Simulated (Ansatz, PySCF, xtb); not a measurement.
Dimer: HF (SMILES F) (first 2 atoms) with HCl (SMILES Cl); geometry from B3LYP-D3(BJ)/def2-TZVP.
(charge 0, multiplicity 1):
```xyz
4

F     -0.0125    -0.0839    -0.1391
H      0.1544     0.1338     0.7509
Cl    -0.0257     0.4808     3.0074
H     -1.2403     0.0634     2.9886
```

Interaction energies are E(AB) − E(A) − E(B) at the monomers' geometry in the complex; basis-set methods are counterpoise corrected. Rows marked so take none.

Cores are frozen in the correlated methods. Rows in 6-311+G**, STO-3G carry no dispersion term and start afresh at each structure.

Codes used: Ansatz (Gaussian basis) for Hartree–Fock, density functionals and correlated methods; PySCF for 6-311+G** rows, STO-3G rows, the dispersion terms; xtb for the GFN methods. Each number belongs to the level named beside it.

```
level                              interaction energy (kcal/mol)
---------------------------------  -----------------------------
GFN-FF                                                     -3.35
HF/STO-3G (no counterpoise)                                -0.53
HF/aug-cc-pV(Q+d)Z                                         -1.46
PBE/def2-TZVPPD                                            -3.37
r2SCAN-D3(BJ)/def2-TZVPPD                                  -3.51
B3LYP/6-311+G** (no counterpoise)                          -2.68
B3LYP/def2-TZVPPD                                          -2.69
MP2/aug-cc-pV(T+d)Z                                   (withheld)
CCSD/aug-cc-pV(D+d)Z                                  (withheld)
```

Task: What belongs in the gaps?

Result: 
- MP2/aug-cc-pV(T+d)Z, interaction energy (kcal/mol): -2.82
- CCSD/aug-cc-pV(D+d)Z, interaction energy (kcal/mol): -2.00

Ansatz is a program for electronic structure.
